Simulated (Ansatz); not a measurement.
Reaction (atomization): `C=C1CBO1` → B• + 3 C• + 5 H• + O•

Program: Ansatz. Geometries: PBE0-D4/def2-TZVP. ΔE: electronic, gas phase. CCSD(T)/CBS is the MP2 limit (def2-TZVPP, def2-QZVPP) plus CCSD(T) − MP2 in def2-TZVPP, frozen cores. This one scheme is used for every species, atoms too. Functionals use def2-TZVPP. B3LYP here is the variant with VWN-RPA as its local correlation; programs differ in this. No spin–orbit coupling; open shells (•) take unrestricted orbitals. Spin–orbit coupling would lower the free atoms: a little for B, C, O.

CCSD(T)/CBS gives +1026.3 kcal/mol.

(1) Another level gave +1027.8 kcal/mol. Which?
A. B3LYP/def2-TZVPP
B. MP2/def2-TZVPP
C. LDA (SPW92)/def2-TZVPP
D. CAM-B3LYP/def2-TZVPP

Largest T1 diagnostic among the species: 0.014.

Answers

(1) B. MP2/def2-TZVPP 1027.8, CAM-B3LYP 1032.9, LDA (SPW92) 1191.3, B3LYP 1024.6 kcal/mol.

From r2SCAN to r2SCAN0 (25 % exact exchange), in def2-TZVPP and without D4, ΔE moves by −17.5 kcal/mol: exact exchange takes away binding that semilocal exchange gives to molecules. At CCSD(T), def2-SVP lies −38.6 kcal/mol from the extrapolated value and def2-TZVPP −24.0 kcal/mol: correlation converges slowly with the basis, and small sets miss more of it in the bonded molecule than in its fragments. Leaving LDA and LC-ωPBE aside and taking each functional with its dispersion term where it has one, the values, not all of them listed here, spread over 65.7 kcal/mol, from BHLYP-D4 to PBE-D4. LDA lies +131.7 kcal/mol from PBE without D4, its usual overbinding.

For atomizations the MP2-based limit and the directly extrapolated one differ by several kJ/mol either way, and by 10 to 25 for some Ge, Se and Sn compounds, so smaller differences from it don't rank the levels.
